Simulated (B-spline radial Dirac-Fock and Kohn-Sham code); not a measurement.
**The Ga-like isoelectronic sequence (31 electrons), Z = 69 to 82**

Model: Dirac-Fock energy differences between relaxed states, corrected for Breit and QED terms. Program: a B-spline atomic structure program. Binding energies in eV, tabulated ground configurations ([Ar] 3d10 4s2 4p1 throughout). Correlation energy is missing from these numbers.

```tsv
ion	2p3/2	3s	3p3/2	4s	outermost level	NIST ionisation energy
Tm³⁸⁺	10352.9	3930.4	3496.9	1840.9	1715.5 (4p)	1761 ± 4
Yb³⁹⁺	10732.3	4102.5	3647.8	1927.9	1796.5 (4p)	1845 ± 4
Lu⁴⁰⁺	11118.7	4278.8	3802.0	2017.0	1879.6 (4p)	1933 ± 4
Hf⁴¹⁺	11512.3	4459.5	3959.4	2108.4	1964.5 (4p)	2022 ± 4
Ta⁴²⁺	11913.0	4644.4	4120.1	2202.0	2051.4 (4p)	2113 ± 4
W⁴³⁺	12320.8	4833.8	4284.0	2297.8	2140.3 (4p)	2210 ± 1.5
Re⁴⁴⁺	12735.7	5027.6	4451.1	2395.9	2231.1 (4p)	2302 ± 4
Os⁴⁵⁺	13157.8	5226.0	4621.6	2496.3	2323.9 (4p)	2400 ± 4
Ir⁴⁶⁺	?	?	?	?	?	?
Pt⁴⁷⁺	14023.4	5636.5	4972.4	2704.0	2515.4 (4p)	2603 ± 4
Au⁴⁸⁺	14467.0	5848.9	5152.7	2811.5	2614.2 (4p)	2708 ± 4
Hg⁴⁹⁺	14917.8	6066.0	5336.3	2921.3	2715.0 (4p)	2815 ± 4
Tl⁵⁰⁺	15375.8	6288.0	5523.3	3033.5	2817.9 (4p)	2925 ± 4
Pb⁵¹⁺	15841.0	6515.0	5713.5	3148.2	2922.8 (4p)	3036 ± 4
```

Q: Fill in the row of Ir⁴⁶⁺.

A: 2p3/2 13587.0, 3s 5428.9, 3p3/2 4795.3, 4s 2599.0, outermost 2418.6 (4p), NIST 2500 ± 4 eV.

NIST's values are for the lowest levels; a dash marks a value that is missing or belongs to another shell. Their kind here: semi-empirical, theoretical. Where a p, d or f shell is open in either ion the computed value averages over both j values and all terms, while the table refers to the lowest levels; that difference holds spin-orbit splitting (largest in heavy or highly charged ions), term energies where several electrons share open shells, and correlation, and it can reach 10 % or more.
